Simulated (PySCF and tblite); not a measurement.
Values are calculated unless marked as measured or tabulated.
System: C₁₀H₁₂, numbered as in [CH:1]1=[CH:2][CH:3]=[C:4]([CH:5]2[CH2:6][CH2:7]2)[CH2:8][CH:9]=[CH:10]1.

Level: PBE0/pcSseg-1 + D3(BJ) on GFN2-xTB stationary points, with GFN2-xTB thermal terms. Rate constants are transition-state-theory values, counting equivalent paths, without tunnelling. (PySCF 2.14 with density fitting, tblite 0.8.)

Tunnelling of the moving H, left out here, will speed the real process. DFT energies on a tight-binding saddle of a bond shift can be off by several kcal/mol.

**Question.** Estimate the barrier and the room-temperature rate of the shift of H on C8 from C8 to C1.

**Answer.** The electronic barrier is 36.8 kcal/mol and ΔG‡(298 K) 34.1 kcal/mol, over a C1 saddle with an imaginary mode of 1429i cm⁻¹ (GFN2-xTB). With 1 equivalent path, k is 6×10⁻¹³ s⁻¹, a mean lifetime of the start of 5.3×10⁴ years against this motion. The end lies 0.5 kcal/mol above the start in free energy.
